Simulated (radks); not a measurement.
Spherical quantum dot in the effective-mass picture: electrons in a parabolic well V = omega^2 r^2 / 2 with omega = 0.89, with a point charge +1 (a donor) at the centre, all in effective atomic units (hartree* = m*/eps^2 hartree, bohr* = eps/m* bohr), one dielectric constant everywhere. Calculated with a radial shooting solver with Libxc functionals: non-relativistic Kohn-Sham, r2SCAN, spin-polarised, spherical densities, generalised Kohn-Sham scheme. Levels are named by radial order and angular momentum (1s, 1p, 1d, 2s, ...), and open shells are averaged over m.

N = 3, configuration 1s2 1p(up 1, down 0). This is the lowest configuration that the search found. Occupied and some empty levels:

level    occupation  eigenvalue (hartree*)  <r> (bohr*)
1s up             1                 1.7997        1.073
1s down           1                 1.8820        1.043
1p up             1                 2.9061        1.605
1p down           0                 3.0147        1.579
2s up             0                 3.5971        1.727
2s down           0                 3.6842        1.698
1d up             0                 3.8414        1.938
1d down           0                 3.9673        1.898
1f up             0                 4.7698        2.221
1f down           0                 4.9415        2.152

Energy (hartree*): total 3.75549, kinetic 2.8457, external -1.0812, Hartree 3.2832, exchange-correlation -1.2921.

Electron density:

r (bohr*)  n(r) (e/bohr*^3)
0.0547               0.9401
0.192                0.7154
0.329                0.5469
0.467                0.4204
0.604                0.3251
0.742                0.2525
0.879                0.1966
1.02                 0.1529
1.15                 0.1180
1.29                0.09029
1.43                0.06794
1.57                0.05025
1.70                0.03631
1.84                0.02550
1.98                0.01743
2.12                0.01156
2.25               0.007400
2.39               0.004596
2.53               0.002750
2.67               0.001595
